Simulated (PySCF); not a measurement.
Computed properties of N-methyl-N-silylpropan-2-amine (C4H13NSi), SMILES CC(C)N(C)[SiH3]

N-methyl-N-silylpropan-2-amine (C4H13NSi), SMILES CC(C)N(C)[SiH3]. Coordinates come from a B3LYP-D3(BJ)/def2-SVP optimisation. Other conformers were not sampled. All values are computed for the isolated molecule unless a solvent is named; none is compared with measurement here.

**Structure.** All 51 harmonic modes at B3LYP-D3(BJ)/def2-SVP (PySCF) are real, so it is a minimum. With heavy atoms numbered as in [CH3:1][CH:2]([CH3:3])[N:4]([CH3:5])[SiH3:6], the shortest bond between them is N4–C5 at 1.453 Å and the longest N4–Si6 at 1.739 Å.

**Vibrations.** The strongest infrared lines (harmonic, unscaled, degenerate partners summed) lie at 984 cm⁻¹ (335 km/mol, H 66 %, N 12 %, C 11 %, Si 11 %), 2151 cm⁻¹ (184 km/mol, H 96 %), 2222 cm⁻¹ (131 km/mol, H 96 %). The softest mode is at 40 cm⁻¹ and the zero-point energy is 102.3 kcal/mol.

**Electronic structure.** M06-2X/def2-TZVP (PySCF) places the frontier levels at -7.58 and 1.27 eV, a gap of 8.85 eV, and gives a dipole moment of 1.00 D. PBE/def2-TZVP (PySCF) at the same geometry gives -5.00 and -0.26 eV, so its gap is 4.11 eV narrower. An orbital gap is neither the optical nor the fundamental gap.

**Excitations.** TDA-PBE0/def2-SVPD (PySCF) has S1 at 5.47 eV (227 nm, f = 0.003, weak); the most intense of the 6 singlets computed lies at 6.86 eV (f = 0.02). T1 (TDA) is at 5.28 eV, 0.19 eV under S1. TDA-PBE/def2-SVPD (PySCF) puts S1 at 4.68 eV. No vertical singlet excitation falls in the visible range (under 3.1 eV).

**NMR.** GIAO shifts at B3LYP/pcSseg-1 (PySCF) (non-relativistic, atoms alike by connectivity averaged): ¹³C from 23.7 to 56.0 ppm against TMS; ¹H from 1.4 to 4.8 ppm against TMS; ²⁹Si at -47.6 ppm against TMS.

**Solvation.** SMD-ωB97X/def2-SVP (PySCF) gives 2.6 kcal/mol in water, -2.9 kcal/mol in diethylether, -2.7 kcal/mol in toluene (1 M in both phases, gas-phase geometry).
